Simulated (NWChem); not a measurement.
System: CH3Cl2Sn cation; SMILES [Sn+]([Cl])([CH3])[Cl]

The following NWChem deck was run.

```
start job
memory heap 200 mb stack 900 mb global 1100 mb
charge 1
geometry units angstroms noautoz
  Sn    -0.310712     0.000888     0.000760
  C     -2.432566     0.010676     0.002197
  H     -2.752023    -0.521615    -0.906166
  H     -2.755662     1.060368     0.005527
  H     -2.751113    -0.527758     0.907208
  Cl     0.971097     1.882233     0.000233
  Cl     0.961070    -1.887156    -0.000465
end
basis spherical
  * library def2-svp
end
ecp
  Sn library def2-ecp
end
dft
  xc b3lyp
  grid xcoarse
  iterations 150
  mulliken
end
task dft gradient
```

Excerpt of the output:

```
             Northwest Computational Chemistry Package (NWChem) 7.3.0
             --------------------------------------------------------

 C1  symmetry detected

                             Geometry "geometry" -> ""
                             -------------------------

 Output coordinates in angstroms (scale by  1.889725989 to convert to a.u.)

  No.       Tag          Charge          X              Y              Z
 ---- ---------------- ---------- -------------- -------------- --------------
    1 Sn                  50.0000    -0.25111087     0.00013262     0.00001254
    2 C                    6.0000    -2.37297750     0.00678680     0.00002145
    3 H                    1.0000    -2.69103709    -0.52614333    -0.90845716
    4 H                    1.0000    -2.69762562     1.05600103     0.00293923
    5 H                    1.0000    -2.69133744    -0.53194985     0.90491815
    6 Cl                  17.0000     1.02791821     1.88336872    -0.00000240
    7 Cl                  17.0000     1.02345877    -1.88603104    -0.00000678

 Effective nuclear repulsion energy (a.u.)     590.3903846888

                                 NWChem DFT Module
                                 -----------------

 Summary of "ao basis" -> "ao basis" (spherical)
 ------------------------------------------------------------------------------
       Tag                 Description            Shells   Functions and Types
 ---------------- ------------------------------  ------  ---------------------
 Sn                         def2-svp                10       26   4s4p2d
 C                          def2-svp                 6       14   3s2p1d
 H                          def2-svp                 3        5   2s1p
 Cl                         def2-svp                 8       18   4s3p1d

            General Information
            -------------------
          SCF calculation type: DFT
          Wavefunction type:  closed shell.
          No. of atoms     :     7
          No. of electrons :    64
           Alpha electrons :    32
            Beta electrons :    32
          Charge           :     1
          Spin multiplicity:     1
          Use of symmetry is: off; symmetry adaption is: off
          Maximum number of iterations: 150
          AO basis - number of functions:    91
                     number of shells:    41
          Convergence on energy requested:  1.00D-06
          Convergence on density requested:  1.00D-05
          Convergence on gradient requested:  5.00D-04

              XC Information
              --------------
                         B3LYP Method XC Potential
                     Hartree-Fock (Exact) Exchange  0.200
                        Slater Exchange Functional  0.800 local
                    Becke 1988 Exchange Functional  0.720 non-local
              Lee-Yang-Parr Correlation Functional  0.810
                  VWN I RPA Correlation Functional  0.190 local

             Grid Information
             ----------------
          Grid used for XC integration:  xcoarse
          Radial quadrature: Mura-Knowles
          Angular quadrature: Lebedev.
          Tag              B.-S. Rad. Rad. Pts. Rad. Cut. Ang. Pts.
          ---              ---------- --------- --------- ---------
          Sn                  1.45       84           8.0       194
          C                   0.70       21           9.0       194
          H                   0.35       21          10.0       194
          Cl                  1.00       42          11.0       194
          Grid pruning is: on
          Number of quadrature shells:   252
          Spatial weights used:  Erf1

      Superposition of Atomic Density Guess
      -------------------------------------

 Sum of atomic energies:       -1206.86542896

 Renormalizing density from      65.00 to     64

      Non-variational initial energy
      ------------------------------

 Total energy =   -1161.962032
 1-e energy   =   -2281.351320
 2-e energy   =     808.910453
 HOMO         =      -0.652338
 LUMO         =      -0.348890

     ---------------------------------------------
      Total Density - Mulliken Population Analysis
     ---------------------------------------------

    Atom       Charge   Shell Charges
 -----------   ------   -------------------------------------------------------
    1 Sn  22    20.41   1.60  0.43  1.05  0.18  3.26  2.75  0.75  0.20  9.84  0.35
    2 C    6     6.38   1.99  0.99  0.27  1.99  1.12  0.01
    3 H    1     0.78   0.62  0.14  0.03
    4 H    1     0.79   0.62  0.14  0.03
    5 H    1     0.78   0.62  0.14  0.03
    6 Cl  17    17.43   2.00  2.00  1.33  0.62  5.96  2.38  3.13  0.01
    7 Cl  17    17.43   2.00  2.00  1.33  0.62  5.96  2.38  3.13  0.01

[...]

                         DFT ENERGY GRADIENTS

    atom               coordinates                        gradient
                 x          y          z           x          y          z
   1 Sn     -0.474531   0.000251   0.000024    0.000464  -0.000053  -0.000005
   2 C      -4.484277   0.012825   0.000041    0.007680  -0.000083   0.000037
   3 H      -5.085323  -0.994267  -1.716735   -0.000217  -0.000184  -0.000281
   4 H      -5.097773   1.995553   0.005554   -0.000143   0.000465  -0.000020
   5 H      -5.085890  -1.005239   1.710047   -0.000215  -0.000201   0.000267
   6 Cl      1.942484   3.559051  -0.000005   -0.003798  -0.005957   0.000001
   7 Cl      1.934057  -3.564082  -0.000013   -0.003770   0.006012   0.000001
```

Level: B3LYP/def2-SVP with def2 effective core potentials on Sn. All runs use the structure optimised with PBE0/def2-SVP. B3LYP is NWChem's, with the RPA form of VWN correlation. def2 effective core potentials on Sn; no spin-orbit coupling.
